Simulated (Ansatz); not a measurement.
# CHBCu+: which of two structures lies lower

Structure a: a triplet given by its coordinates. Structure b: a triplet given by its coordinates. Both are isolated ions in the gas phase, relaxed with B3LYP-D4/def2-TZVP.

a (Å):

```tsv
atom	x (Å)	y (Å)	z (Å)
C	0.0000	0.0000	-0.9229
B	0.0000	0.0000	0.5145
Cu	0.0000	0.0000	2.4093
H	0.0000	0.0000	-2.0009
```

Close contacts (Å): C1–B2 1.44, B2–Cu3 1.89, C1–H4 1.08.

b (Å):

```yaml
atoms:
  - { symbol: C, position_ang: [-0.0165, 0.9587, 0.6773] }
  - { symbol: B, position_ang: [-0.9390, 0.2405, -0.0763] }
  - { symbol: Cu, position_ang: [-0.0431, -0.7531, 1.6480] }
  - { symbol: H, position_ang: [0.6174, 1.7650, 1.0113] }
```

Close contacts (Å): C1–B2 1.39, C1–Cu3 1.97, B2–Cu3 2.18, C1–H4 1.08.

Question: Which of the two would you expect CCSD(T)/def2-TZVPP electronic energies to favour?

Answer: Structure a; the calculation gives E(b) − E(a) = +9.2 kcal/mol.

Level by level:

| level | geometry | E(b) − E(a) (kcal/mol) | departure from the last row (kcal/mol) | job, with rough time for the two |
| --- | --- | --- | --- | --- |
| B3LYP-D4/def2-TZVP | B3LYP-D4/def2-TZVP | +10.6 | +1.4 | optimisation, 32 s |
| HF/def2-TZVPP | B3LYP-D4/def2-TZVP | +17.9 | +8.7 | part of the CCSD(T) run |
| MP2/def2-TZVPP | B3LYP-D4/def2-TZVP | +7.3 | −1.9 | part of the CCSD(T) run |
| CCSD(T)/def2-TZVPP | B3LYP-D4/def2-TZVP | +9.2 |  | single point, 80 s |

The levels shown agree on the order. The largest departure from CCSD(T)/def2-TZVPP is that of HF/def2-TZVPP, 8.7 kcal/mol. Levels run at GFN2-xTB geometries aren't shown. The triplet state of a needn't be its ground state. The triplet state of b needn't be its ground state.

With harmonic frequencies from B3LYP-D4/def2-TZVP (ideal gas, rigid rotor, one conformer each, 600 K, 1 atm): the zero-point term adds +0.1 kcal/mol; ΔH is +8.8 and ΔG +7.0 kcal/mol.

Open shells are spin-unrestricted. The correlated steps freeze 7 core orbitals; the last core shell of Cu is correlated, in a basis made for valence electrons. Run with Ansatz 0.2.0; the last row on 2 threads of Intel(R) Xeon(R) 6975P-C (Granite Rapids) on a shared host.
